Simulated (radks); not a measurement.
Initial-state core-level shifts of the krypton ion Kr+ when its valence configuration changes from [Ar] 3d10 4s2 4p5. All-electron calculation, scalar-relativistic Kohn-Sham, r2SCAN, spin-polarised, spherical densities, finite nucleus; open shells are filled with parallel spins first; meta-GGA in the generalised Kohn-Sham scheme; Fermi nuclear charge, rms radius 4.1884 fm. Program: a radial shooting solver on a logarithmic mesh with Libxc functionals. Shifts are changes of the shell-averaged eigenvalues in eV (positive: less bound); the change of the density at the nucleus, which sets a Mossbauer isomer shift, is in e/bohr^3, on a base of 5.01e+04.

| valence | 1s | 2s | 2p | 3p | density at nucleus |
|---|---|---|---|---|---|
| 3d10 4s1 4p6 | -1.701 | -1.642 | -1.643 | -1.638 | -43.377 |
| 3d10 4s1.5 4p5.5 | -0.849 | -0.820 | -0.820 | -0.818 | -21.735 |
| 3d9.5 4s1.5 4p6 | -9.243 | -10.031 | -10.009 | -7.578 | -12.132 |
| 3d9.5 4s2 4p5.5 | -8.420 | -9.234 | -9.212 | -6.787 | +10.623 |
| 3d9 4s2 4p6 | -17.012 | -18.666 | -18.626 | -13.608 | +21.557 |
